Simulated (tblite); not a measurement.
Problem. Write Cartesian coordinates for `C[C@H](F)CC[SiH]([SiH3])[SiH3]` as optimised with GFN2-xTB.

Solution. 
```
atom  x, y, z in Å
C1    -3.4363   -1.3647   -0.0022
C2    -2.4452   -0.3156   -0.4828
F3    -2.2632   -0.4794   -1.8488
C4    -1.0857   -0.4167    0.2059
C5    -0.1465    0.7136   -0.1957
Si6    1.5847    0.5805    0.6161
Si7    2.7431    2.5276    0.1052
Si8    2.5776   -1.4344    0.0150
H9    -3.0131   -2.3595   -0.1201
H10   -3.6692   -1.1982    1.0455
H11   -4.3525   -1.3045   -0.5850
H12   -2.8625    0.6944   -0.3666
H13   -1.2484   -0.4013    1.2852
H14   -0.6414   -1.3795   -0.0576
H15   -0.0439    0.7127   -1.2827
H16   -0.6082    1.6681    0.0688
H17    1.2936    0.5571    2.0711
H18    2.9887    2.6585   -1.3335
H19    4.0552    2.5452    0.7552
H20    2.0675    3.7629    0.5127
H21    2.7696   -1.5390   -1.4340
H22    3.9023   -1.5686    0.6269
H23    1.8290   -2.6323    0.4114
```

Orientation and origin are arbitrary. Atoms count from 1 in this order. Si6 (SiH silicon) is distorted tetrahedral (angles from 103.8° to 117.2°). Of the pairs four or more bonds apart, F3···H15 is among the closest relative to their van der Waals radii: 2.58 Å, 97 % of the sum of Bondi's values. Si8 (SiH3 silicon) is distorted tetrahedral (angles from 105.9° to 114.8°). Si7 (SiH3 silicon) is distorted tetrahedral (angles from 106.0° to 114.5°).

Bonds between heavy atoms (Å): C1–C2 1.521, C2–F3 1.388, C2–C4 1.527, C4–C5 1.523, C5–Si6 1.917, Si6–Si7 2.323, Si6–Si8 2.325.

The geometry is computed with GFN2-xTB (gas phase).

Point group: C1 (no symmetry element, even within 0.4 Å). Its lowest GFN2-xTB frequency is 20i cm⁻¹, too small to tell a flat minimum from a shallow saddle. The numbers are those of one conformer (C1–C2–C4–C5 -175°, C2–C4–C5–Si6 -178°, C4–C5–Si6–Si7 -173°). 3 starts were optimised and ended at 0.00, 0.30 and 0.67 kcal/mol (GFN2-xTB); the lowest of these is shown.
